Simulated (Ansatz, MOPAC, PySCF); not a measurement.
Noncovalent pair: SiH4 (SMILES [SiH4]) (first 5 atoms) with C2H6 (SMILES CC); geometry from B3LYP-D3(BJ)/def2-TZVP, rigid monomers moved along the line of their centres of mass till Si1···C7 is 3.39 Å.
(charge 0, multiplicity 1):
```xyz
13

Si    -0.26225    -0.05829     0.21814
H     -0.04980     1.27412     0.82570
H     -1.64617    -0.50910     0.48458
H      0.69437    -1.02383     0.80310
H     -0.04378     0.02656    -1.24400
C      0.84673     0.24723     3.78791
C     -0.60098    -0.19259     3.59237
H      1.34295     0.41681     2.83064
H      1.42116    -0.50843     4.32737
H      0.90509     1.17624     4.35838
H     -1.17659     0.56269     3.05349
H     -1.09780    -0.36194     4.54969
H     -0.66046    -1.12261     3.02348
```

Counterpoise-corrected where a basis set is named; no monomer relaxation. Rows marked so take none.

Correlated levels freeze the cores. Rows in 3-21G carry no dispersion term and start afresh at each structure. The state reached by AM1 isn't checked.

Run with Ansatz (Gaussian basis) for Hartree–Fock, density functionals and correlated methods; MOPAC for AM1 (differences of heats of formation); PySCF for 3-21G rows, the dispersion terms. Values without a source in brackets are computed.

| level | interaction energy (kcal/mol) |
|---|---|
| AM1 | 3.01 |
| HF/aug-cc-pV(D+d)Z | 3.23 |
| PBE/def2-TZVPPD | 1.03 |
| r2SCAN/def2-TZVPPD | 0.20 |
| B3LYP/3-21G (no counterpoise) | 1.08 |
| B3LYP-D3(BJ)/def2-TZVPPD | -0.59 |
| PBE0/def2-TZVPPD | 0.94 |
| wB97M-V/def2-TZVPPD | (withheld) |
| CCSD(T)/aug-cc-pV(D+d)Z | 0.16 |

Problem. Some entries are withheld; supply them.

Solution. 
- wB97M-V/def2-TZVPPD, interaction energy (kcal/mol): -0.63

Ansatz is a program for electronic structure.
